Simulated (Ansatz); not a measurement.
A short molecular-dynamics run on `O=[CH][InH2]`.

```yaml
crystal:
  periodic: [false, false, false]
  atoms:
    - {symbol: O, position_ang: [-1.097135, -1.592568, 0.489660]}
    - {symbol: C, position_ang: [-0.088079, -1.197468, -0.037351]}
    - {symbol: In, position_ang: [0.190752, 0.999428, -0.038729]}
    - {symbol: H, position_ang: [0.618281, -1.944198, -0.477165]}
    - {symbol: H, position_ang: [-0.513566, 1.926303, -1.310262]}
    - {symbol: H, position_ang: [0.931848, 1.744503, 1.327849]}
basis:
  gaussian: {orbitals: def2-SVP}
hamiltonian: {xc: {name: BLYP}}
md: {timestep: 0.5 fs, n_steps: 50, ensemble: nvt_nose_hoover, temperature: 1000, initial_velocities: maxwell_boltzmann, seed: 99}
```

```sh
$ ansatz run in.yaml --threads 2 --pin off --events-out ev --progress --plain --max-ram 4352MiB
```

```tsv
step	time (fs)	potential energy (eV)	kinetic (eV)	T (K)	conserved (eV)
0	0.0	-8300.3570	0.5170	1000	-8299.8400
1	0.5	-8300.3587	0.5187	1003	-8299.8400
2	1.0	-8300.3531	0.5131	992	-8299.8400
3	1.5	-8300.3409	0.5011	969	-8299.8398
4	2.0	-8300.3242	0.4845	937	-8299.8397
5	2.5	-8300.3054	0.4659	901	-8299.8395
6	3.0	-8300.2875	0.4482	867	-8299.8393
7	3.5	-8300.2728	0.4336	839	-8299.8392
8	4.0	-8300.2631	0.4239	820	-8299.8392
9	4.5	-8300.2590	0.4199	812	-8299.8392
10	5.0	-8300.2603	0.4211	814	-8299.8393
11	5.5	-8300.2657	0.4263	825	-8299.8394
12	6.0	-8300.2732	0.4337	839	-8299.8396
13	6.5	-8300.2804	0.4408	853	-8299.8397
14	7.0	-8300.2850	0.4453	861	-8299.8399
15	7.5	-8300.2847	0.4449	860	-8299.8400
16	8.0	-8300.2781	0.4384	848	-8299.8400
17	8.5	-8300.2650	0.4254	823	-8299.8399
18	9.0	-8300.2466	0.4072	788	-8299.8397
19	9.5	-8300.2255	0.3864	747	-8299.8395
20	10.0	-8300.2051	0.3662	708	-8299.8393
21	10.5	-8300.1888	0.3501	677	-8299.8392
22	11.0	-8300.1789	0.3403	658	-8299.8391
23	11.5	-8300.1757	0.3370	652	-8299.8392
24	12.0	-8300.1777	0.3390	656	-8299.8394
25	12.5	-8300.1825	0.3437	665	-8299.8396
26	13.0	-8300.1875	0.3487	674	-8299.8397
27	13.5	-8300.1909	0.3521	681	-8299.8397
28	14.0	-8300.1919	0.3532	683	-8299.8397
29	14.5	-8300.1909	0.3524	682	-8299.8396
30	15.0	-8300.1890	0.3506	678	-8299.8395
31	15.5	-8300.1872	0.3491	675	-8299.8395
32	16.0	-8300.1867	0.3488	675	-8299.8394
33	16.5	-8300.1883	0.3505	678	-8299.8394
34	17.0	-8300.1922	0.3545	686	-8299.8394
35	17.5	-8300.1982	0.3605	697	-8299.8395
36	18.0	-8300.2055	0.3679	712	-8299.8395
37	18.5	-8300.2130	0.3755	726	-8299.8396
38	19.0	-8300.2193	0.3819	739	-8299.8397
39	19.5	-8300.2232	0.3859	746	-8299.8398
40	20.0	-8300.2236	0.3864	747	-8299.8398
41	20.5	-8300.2200	0.3830	741	-8299.8398
42	21.0	-8300.2128	0.3760	727	-8299.8397
43	21.5	-8300.2034	0.3670	710	-8299.8396
44	22.0	-8300.1942	0.3581	693	-8299.8394
45	22.5	-8300.1879	0.3521	681	-8299.8392
46	23.0	-8300.1867	0.3513	679	-8299.8392
47	23.5	-8300.1919	0.3566	690	-8299.8392
48	24.0	-8300.2027	0.3674	711	-8299.8393
49	24.5	-8300.2168	0.3816	738	-8299.8396
50	25.0	-8300.2310	0.3958	765	-8299.8398
```

Velocities are drawn at the set temperature; a run this short doesn't reach equilibrium.

Frames (Å, forces in eV/Å):

```xyz
6
time=0.0 fs
O    -1.097   -1.593    0.490   -1.233   -0.365    0.652
C    -0.088   -1.197   -0.037    0.666    0.124   -0.357
In    0.191    0.999   -0.039    0.209    0.175   -0.103
H     0.618   -1.944   -0.477    0.460   -0.349   -0.277
H    -0.514    1.926   -1.310   -0.204    0.227   -0.237
H     0.932    1.745    1.328    0.102    0.188    0.321
6
time=0.5 fs
O    -1.097   -1.597    0.488   -1.645   -0.596    0.880
C    -0.092   -1.203   -0.031    1.256    0.236   -0.735
In    0.191    1.000   -0.039    0.258    0.204   -0.011
H     0.626   -1.946   -0.487    0.270   -0.199   -0.138
H    -0.511    1.945   -1.301   -0.202    0.214   -0.238
H     0.945    1.757    1.327    0.064    0.140    0.242
6
time=1.0 fs
O    -1.098   -1.602    0.486   -2.034   -0.817    1.090
C    -0.096   -1.208   -0.025    1.828    0.343   -1.102
In    0.191    1.001   -0.039    0.301    0.243    0.076
H     0.633   -1.947   -0.497    0.076   -0.051    0.007
H    -0.508    1.964   -1.292   -0.194    0.194   -0.230
H     0.958    1.769    1.328    0.023    0.088    0.159
6
time=1.5 fs
O    -1.098   -1.607    0.484   -2.382   -1.020    1.274
C    -0.100   -1.214   -0.019    2.351    0.446   -1.440
In    0.192    1.002   -0.040    0.339    0.292    0.155
H     0.641   -1.949   -0.507   -0.108    0.080    0.148
H    -0.506    1.984   -1.284   -0.181    0.166   -0.215
H     0.971    1.782    1.328   -0.018    0.035    0.077
6
time=2.0 fs
O    -1.099   -1.611    0.482   -2.670   -1.197    1.424
C    -0.103   -1.219   -0.013    2.796    0.546   -1.734
In    0.192    1.003   -0.040    0.370    0.348    0.224
H     0.649   -1.951   -0.516   -0.274    0.190    0.279
H    -0.504    2.004   -1.277   -0.164    0.131   -0.191
H     0.984    1.795    1.329   -0.059   -0.018   -0.002
6
time=2.5 fs
O    -1.101   -1.617    0.481   -2.880   -1.338    1.531
C    -0.106   -1.224   -0.008    3.141    0.636   -1.971
In    0.192    1.004   -0.041    0.395    0.408    0.284
H     0.656   -1.952   -0.525   -0.415    0.274    0.395
H    -0.503    2.024   -1.269   -0.143    0.090   -0.162
H     0.998    1.808    1.330   -0.099   -0.070   -0.077
6
time=3.0 fs
O    -1.102   -1.622    0.480   -2.997   -1.436    1.590
C    -0.108   -1.229   -0.003    3.368    0.711   -2.143
In    0.192    1.005   -0.041    0.415    0.470    0.334
H     0.663   -1.953   -0.533   -0.528    0.333    0.494
H    -0.502    2.045   -1.263   -0.121    0.043   -0.129
H     1.010    1.820    1.330   -0.137   -0.121   -0.146
6
time=3.5 fs
O    -1.105   -1.627    0.479   -3.012   -1.486    1.598
C    -0.109   -1.234    0.002    3.465    0.764   -2.245
In    0.193    1.006   -0.041    0.428    0.533    0.374
H     0.668   -1.953   -0.540   -0.612    0.367    0.573
H    -0.501    2.065   -1.256   -0.097   -0.009   -0.092
H     1.023    1.833    1.330   -0.172   -0.169   -0.208
6
time=4.0 fs
O    -1.107   -1.633    0.478   -2.921   -1.487    1.555
C    -0.110   -1.239    0.006    3.428    0.793   -2.275
In    0.193    1.007   -0.042    0.438    0.594    0.405
H     0.671   -1.952   -0.545   -0.667    0.378    0.632
H    -0.501    2.086   -1.250   -0.072   -0.063   -0.054
H     1.035    1.845    1.330   -0.205   -0.214   -0.263
6
time=4.5 fs
O    -1.110   -1.639    0.478   -2.726   -1.440    1.463
C    -0.110   -1.243    0.009    3.258    0.796   -2.237
In    0.193    1.008   -0.042    0.443    0.651    0.428
H     0.673   -1.950   -0.549   -0.692    0.367    0.670
H    -0.501    2.106   -1.244   -0.049   -0.120   -0.016
H     1.046    1.856    1.329   -0.234   -0.255   -0.309
6
time=5.0 fs
O    -1.114   -1.645    0.478   -2.435   -1.347    1.330
C    -0.109   -1.248    0.012    2.963    0.779   -2.134
In    0.194    1.009   -0.042    0.444    0.703    0.443
H     0.673   -1.947   -0.552   -0.687    0.334    0.686
H    -0.501    2.127   -1.238   -0.026   -0.176    0.021
H     1.058    1.867    1.327   -0.259   -0.292   -0.347
6
time=5.5 fs
O    -1.118   -1.652    0.478   -2.065   -1.216    1.162
C    -0.108   -1.252    0.015    2.558    0.746   -1.972
In    0.194    1.010   -0.043    0.443    0.748    0.452
H     0.672   -1.943   -0.552   -0.650    0.278    0.679
H    -0.501    2.146   -1.232   -0.005   -0.232    0.056
H     1.068    1.877    1.325   -0.280   -0.324   -0.376
6
time=6.0 fs
O    -1.122   -1.658    0.478   -1.632   -1.053    0.969
C    -0.106   -1.256    0.018    2.058    0.707   -1.760
In    0.194    1.011   -0.043    0.439    0.786    0.455
H     0.669   -1.939   -0.551   -0.580    0.199    0.646
H    -0.500    2.165   -1.225    0.013   -0.287    0.088
H     1.078    1.886    1.322   -0.298   -0.352   -0.398
6
time=6.5 fs
O    -1.127   -1.665    0.478   -1.158   -0.869    0.760
C    -0.104   -1.260    0.020    1.483    0.671   -1.504
In    0.195    1.012   -0.043    0.433    0.816    0.453
H     0.664   -1.934   -0.549   -0.476    0.096    0.587
H    -0.500    2.184   -1.219    0.029   -0.338    0.115
H     1.087    1.895    1.317   -0.311   -0.376   -0.411
6
time=7.0 fs
O    -1.131   -1.672    0.479   -0.662   -0.670    0.545
C    -0.101   -1.264    0.021    0.851    0.648   -1.214
In    0.195    1.013   -0.043    0.425    0.836    0.446
H     0.659   -1.929   -0.545   -0.336   -0.033    0.500
H    -0.500    2.202   -1.212    0.041   -0.386    0.139
H     1.095    1.902    1.312   -0.319   -0.395   -0.416
6
time=7.5 fs
O    -1.136   -1.679    0.479   -0.163   -0.466    0.332
C    -0.099   -1.268    0.023    0.183    0.642   -0.898
In    0.195    1.015   -0.044    0.415    0.847    0.436
H     0.652   -1.924   -0.540   -0.164   -0.184    0.387
H    -0.500    2.219   -1.205    0.051   -0.430    0.157
H     1.102    1.909    1.306   -0.323   -0.409   -0.414
6
time=8.0 fs
O    -1.141   -1.686    0.480    0.323   -0.262    0.128
C    -0.096   -1.271    0.024   -0.498    0.657   -0.568
In    0.196    1.016   -0.044    0.403    0.848    0.422
H     0.645   -1.920   -0.534    0.035   -0.354    0.251
H    -0.500    2.234   -1.197    0.058   -0.469    0.170
H     1.109    1.915    1.298   -0.321   -0.419   -0.404
6
time=8.5 fs
O    -1.146   -1.693    0.480    0.784   -0.066   -0.063
C    -0.093   -1.275    0.025   -1.168    0.688   -0.236
In    0.196    1.017   -0.044    0.389    0.838    0.405
H     0.639   -1.916   -0.527    0.249   -0.534    0.103
H    -0.499    2.249   -1.190    0.061   -0.503    0.178
H     1.115    1.919    1.290   -0.315   -0.424   -0.387
6
time=9.0 fs
O    -1.150   -1.700    0.481    1.208    0.121   -0.237
C    -0.091   -1.278    0.026   -1.801    0.724    0.080
In    0.197    1.018   -0.044    0.373    0.819    0.385
H     0.633   -1.914   -0.520    0.461   -0.708   -0.046
H    -0.499    2.262   -1.181    0.061   -0.531    0.180
H     1.120    1.923    1.281   -0.303   -0.424   -0.362
6
time=9.5 fs
O    -1.155   -1.707    0.482    1.590    0.293   -0.392
C    -0.089   -1.281    0.027   -2.366    0.749    0.360
In    0.197    1.019   -0.045    0.354    0.789    0.363
H     0.628   -1.913   -0.513    0.650   -0.858   -0.177
H    -0.498    2.275   -1.173    0.058   -0.554    0.177
H     1.125    1.926    1.271   -0.286   -0.419   -0.331
6
time=10.0 fs
O    -1.159   -1.714    0.482    1.924    0.450   -0.525
C    -0.087   -1.284    0.028   -2.835    0.743    0.585
In    0.197    1.020   -0.045    0.331    0.749    0.338
H     0.624   -1.915   -0.507    0.790   -0.963   -0.274
H    -0.497    2.285   -1.163    0.052   -0.570    0.168
H     1.129    1.927    1.260   -0.262   -0.409   -0.292
6
time=10.5 fs
O    -1.163   -1.721    0.482    2.207    0.590   -0.637
C    -0.086   -1.287    0.030   -3.186    0.690    0.739
In    0.198    1.022   -0.045    0.306    0.698    0.311
H     0.623   -1.918   -0.501    0.863   -1.006   -0.320
H    -0.496    2.295   -1.154    0.042   -0.579    0.153
H     1.132    1.928    1.248   -0.233   -0.395   -0.246
6
time=11.0 fs
O    -1.167   -1.728    0.483    2.440    0.714   -0.727
C    -0.086   -1.290    0.031   -3.407    0.580    0.815
In    0.198    1.023   -0.045    0.277    0.638    0.282
H     0.623   -1.925   -0.496    0.858   -0.975   -0.309
H    -0.495    2.303   -1.144    0.030   -0.582    0.133
H     1.135    1.928    1.236   -0.197   -0.375   -0.194
6
time=11.5 fs
O    -1.170   -1.735    0.483    2.620    0.819   -0.796
C    -0.086   -1.292    0.033   -3.499    0.411    0.815
In    0.199    1.024   -0.046    0.245    0.569    0.251
H     0.626   -1.933   -0.492    0.775   -0.872   -0.242
H    -0.493    2.310   -1.134    0.014   -0.577    0.107
H     1.137    1.927    1.223   -0.156   -0.350   -0.136
6
time=12.0 fs
O    -1.173   -1.741    0.483    2.750    0.908   -0.844
C    -0.088   -1.295    0.035   -3.474    0.196    0.750
In    0.199    1.025   -0.046    0.209    0.489    0.218
H     0.630   -1.944   -0.489    0.628   -0.707   -0.130
H    -0.492    2.315   -1.123   -0.005   -0.565    0.077
H     1.138    1.925    1.210   -0.108   -0.320   -0.071
6
time=12.5 fs
O    -1.175   -1.748    0.483    2.830    0.978   -0.872
C    -0.089   -1.297    0.036   -3.355   -0.047    0.639
In    0.200    1.027   -0.046    0.171    0.401    0.185
H     0.636   -1.956   -0.485    0.436   -0.499    0.009
H    -0.491    2.319   -1.113   -0.027   -0.547    0.041
H     1.140    1.922    1.197   -0.055   -0.286   -0.002
6
time=13.0 fs
O    -1.177   -1.754    0.483    2.860    1.030   -0.882
C    -0.092   -1.300    0.039   -3.165   -0.296    0.499
In    0.200    1.028   -0.046    0.130    0.303    0.151
H     0.643   -1.969   -0.482    0.223   -0.269    0.158
H    -0.490    2.322   -1.102   -0.051   -0.520    0.002
H     1.141    1.918    1.184    0.002   -0.247    0.072
6
time=13.5 fs
O    -1.179   -1.760    0.483    2.841    1.062   -0.872
C    -0.095   -1.302    0.041   -2.926   -0.530    0.348
In    0.200    1.029   -0.046    0.088    0.199    0.117
H     0.651   -1.983   -0.478    0.011   -0.038    0.301
H    -0.489    2.323   -1.091   -0.079   -0.487   -0.042
H     1.143    1.914    1.171    0.064   -0.206    0.148
6
time=14.0 fs
O    -1.180   -1.766    0.482    2.773    1.075   -0.843
C    -0.098   -1.305    0.043   -2.653   -0.732    0.196
In    0.201    1.030   -0.047    0.046    0.087    0.084
H     0.659   -1.997   -0.474   -0.185    0.179    0.426
H    -0.488    2.323   -1.080   -0.109   -0.447   -0.089
H     1.144    1.910    1.159    0.129   -0.162    0.226
6
time=14.5 fs
O    -1.180   -1.772    0.482    2.654    1.066   -0.796
C    -0.103   -1.308    0.045   -2.358   -0.891    0.052
In    0.201    1.032   -0.047    0.004   -0.029    0.054
H     0.666   -2.011   -0.468   -0.353    0.371    0.526
H    -0.487    2.322   -1.070   -0.141   -0.401   -0.139
H     1.146    1.905    1.147    0.194   -0.117    0.303
6
time=15.0 fs
O    -1.181   -1.778    0.481    2.483    1.035   -0.730
C    -0.107   -1.311    0.047   -2.043   -0.999   -0.083
In    0.202    1.033   -0.047   -0.036   -0.147    0.027
H     0.672   -2.024   -0.462   -0.488    0.532    0.599
H    -0.487    2.321   -1.060   -0.175   -0.349   -0.190
H     1.149    1.900    1.135    0.259   -0.072    0.377
6
time=15.5 fs
O    -1.181   -1.784    0.480    2.260    0.980   -0.645
C    -0.112   -1.314    0.050   -1.712   -1.052   -0.209
In    0.202    1.034   -0.047   -0.072   -0.265    0.006
H     0.677   -2.036   -0.454   -0.588    0.660    0.643
H    -0.487    2.318   -1.050   -0.210   -0.293   -0.241
H     1.151    1.894    1.125    0.321   -0.030    0.446
6
time=16.0 fs
O    -1.180   -1.789    0.479    1.985    0.901   -0.540
C    -0.118   -1.317    0.052   -1.363   -1.051   -0.326
In    0.203    1.036   -0.047   -0.103   -0.381   -0.009
H     0.681   -2.046   -0.444   -0.652    0.753    0.661
H    -0.488    2.315   -1.041   -0.245   -0.233   -0.292
H     1.155    1.889    1.115    0.378    0.009    0.506
6
time=16.5 fs
O    -1.180   -1.794    0.478    1.657    0.798   -0.417
C    -0.123   -1.321    0.054   -0.997   -0.994   -0.437
In    0.203    1.037   -0.048   -0.128   -0.489   -0.015
H     0.683   -2.054   -0.433   -0.682    0.814    0.654
H    -0.489    2.311   -1.032   -0.279   -0.171   -0.341
H     1.160    1.883    1.107    0.428    0.043    0.556
6
time=17.0 fs
O    -1.179   -1.800    0.477    1.280    0.671   -0.275
C    -0.129   -1.325    0.056   -0.614   -0.884   -0.543
In    0.204    1.038   -0.048   -0.145   -0.588   -0.013
H     0.684   -2.060   -0.420   -0.677    0.842    0.625
H    -0.491    2.307   -1.025   -0.311   -0.110   -0.387
H     1.165    1.878    1.100    0.467    0.069    0.593
6
time=17.5 fs
O    -1.177   -1.805    0.476    0.856    0.520   -0.118
C    -0.135   -1.329    0.058   -0.218   -0.722   -0.644
In    0.204    1.039   -0.048   -0.153   -0.674   -0.002
H     0.682   -2.064   -0.405   -0.638    0.839    0.576
H    -0.493    2.302   -1.018   -0.341   -0.050   -0.428
H     1.172    1.873    1.095    0.495    0.087    0.615
6
time=18.0 fs
O    -1.176   -1.810    0.475    0.392    0.350    0.054
C    -0.141   -1.333    0.060    0.184   -0.512   -0.739
In    0.204    1.041   -0.048   -0.153   -0.745    0.018
H     0.680   -2.066   -0.390   -0.566    0.805    0.508
H    -0.497    2.297   -1.012   -0.366    0.006   -0.462
H     1.180    1.868    1.091    0.509    0.096    0.621
6
time=18.5 fs
O    -1.175   -1.815    0.474   -0.102    0.162    0.235
C    -0.147   -1.337    0.062    0.582   -0.258   -0.826
In    0.205    1.042   -0.048   -0.144   -0.798    0.046
H     0.676   -2.067   -0.373   -0.460    0.741    0.422
H    -0.501    2.293   -1.008   -0.386    0.057   -0.488
H     1.189    1.863    1.089    0.510    0.096    0.610
6
time=19.0 fs
O    -1.174   -1.819    0.473   -0.614   -0.036    0.422
C    -0.153   -1.341    0.063    0.965    0.037   -0.902
In    0.205    1.043   -0.049   -0.127   -0.832    0.080
H     0.671   -2.065   -0.355   -0.319    0.646    0.321
H    -0.506    2.288   -1.005   -0.401    0.099   -0.505
H     1.200    1.859    1.088    0.495    0.087    0.583
6
time=19.5 fs
O    -1.172   -1.824    0.472   -1.128   -0.239    0.607
C    -0.159   -1.346    0.064    1.316    0.362   -0.963
In    0.206    1.044   -0.049   -0.103   -0.847    0.119
H     0.665   -2.062   -0.336   -0.145    0.523    0.208
H    -0.513    2.284   -1.002   -0.407    0.132   -0.512
H     1.211    1.854    1.088    0.467    0.069    0.541
6
time=20.0 fs
O    -1.171   -1.829    0.471   -1.626   -0.439    0.783
C    -0.164   -1.350    0.066    1.622    0.709   -1.006
In    0.206    1.045   -0.049   -0.075   -0.843    0.161
H     0.659   -2.058   -0.317    0.059    0.375    0.085
H    -0.520    2.280   -1.001   -0.407    0.154   -0.509
H     1.224    1.850    1.090    0.426    0.044    0.486
6
time=20.5 fs
O    -1.170   -1.834    0.470   -2.088   -0.626    0.944
C    -0.169   -1.354    0.067    1.868    1.062   -1.028
In    0.207    1.046   -0.049   -0.044   -0.822    0.202
H     0.653   -2.053   -0.298    0.288    0.206   -0.042
H    -0.528    2.276   -1.002   -0.398    0.165   -0.496
H     1.238    1.846    1.092    0.373    0.014    0.420
6
time=21.0 fs
O    -1.170   -1.839    0.470   -2.492   -0.792    1.079
C    -0.174   -1.358    0.067    2.045    1.404   -1.028
In    0.207    1.048   -0.049   -0.013   -0.785    0.242
H     0.647   -2.047   -0.278    0.528    0.028   -0.165
H    -0.537    2.273   -1.003   -0.380    0.165   -0.472
H     1.252    1.842    1.096    0.312   -0.020    0.345
6
time=21.5 fs
O    -1.170   -1.845    0.469   -2.819   -0.928    1.182
C    -0.178   -1.361    0.068    2.151    1.713   -1.007
In    0.207    1.049   -0.049    0.016   -0.736    0.277
H     0.643   -2.041   -0.259    0.762   -0.147   -0.278
H    -0.547    2.270   -1.006   -0.355    0.154   -0.439
H     1.268    1.838    1.101    0.245   -0.057    0.264
6
time=22.0 fs
O    -1.170   -1.850    0.469   -3.053   -1.025    1.246
C    -0.182   -1.365    0.068    2.192    1.965   -0.966
In    0.208    1.050   -0.050    0.042   -0.676    0.307
H     0.641   -2.036   -0.241    0.970   -0.302   -0.371
H    -0.558    2.268   -1.009   -0.323    0.132   -0.397
H     1.284    1.834    1.106    0.172   -0.094    0.181
6
time=22.5 fs
O    -1.171   -1.856    0.469   -3.181   -1.078    1.266
C    -0.186   -1.367    0.068    2.178    2.137   -0.909
In    0.208    1.051   -0.050    0.063   -0.609    0.331
H     0.641   -2.031   -0.224    1.126   -0.420   -0.437
H    -0.570    2.266   -1.014   -0.284    0.102   -0.349
H     1.300    1.830    1.112    0.098   -0.131    0.097
6
time=23.0 fs
O    -1.172   -1.861    0.469   -3.197   -1.083    1.241
C    -0.189   -1.370    0.068    2.126    2.210   -0.838
In    0.209    1.052   -0.050    0.077   -0.539    0.348
H     0.644   -2.028   -0.207    1.209   -0.487   -0.471
H    -0.582    2.264   -1.019   -0.240    0.064   -0.295
H     1.317    1.825    1.118    0.024   -0.166    0.015
6
time=23.5 fs
O    -1.174   -1.867    0.469   -3.099   -1.039    1.171
C    -0.191   -1.372    0.068    2.048    2.177   -0.755
In    0.209    1.053   -0.050    0.085   -0.468    0.359
H     0.649   -2.025   -0.192    1.205   -0.493   -0.474
H    -0.595    2.262   -1.025   -0.191    0.022   -0.237
H     1.333    1.820    1.124   -0.048   -0.199   -0.064
6
time=24.0 fs
O    -1.176   -1.873    0.469   -2.895   -0.948    1.059
C    -0.194   -1.373    0.068    1.954    2.039   -0.657
In    0.210    1.054   -0.050    0.086   -0.398    0.363
H     0.658   -2.024   -0.178    1.111   -0.440   -0.449
H    -0.608    2.260   -1.032   -0.140   -0.024   -0.177
H     1.350    1.814    1.130   -0.117   -0.228   -0.139
6
time=24.5 fs
O    -1.179   -1.879    0.470   -2.596   -0.814    0.910
C    -0.195   -1.374    0.067    1.845    1.810   -0.542
In    0.210    1.055   -0.050    0.081   -0.333    0.361
H     0.669   -2.024   -0.165    0.938   -0.338   -0.405
H    -0.622    2.259   -1.039   -0.087   -0.072   -0.117
H     1.366    1.808    1.135   -0.181   -0.254   -0.207
6
time=25.0 fs
O    -1.182   -1.886    0.471   -2.218   -0.642    0.730
C    -0.197   -1.375    0.066    1.717    1.510   -0.410
In    0.210    1.056   -0.050    0.071   -0.273    0.354
H     0.682   -2.024   -0.153    0.704   -0.201   -0.349
H    -0.636    2.257   -1.047   -0.033   -0.119   -0.057
H     1.382    1.801    1.141   -0.241   -0.275   -0.269
```

Run time 44 s (2 threads of an Arm Neoverse V1 on a shared host); peak host memory 0.31 GiB.
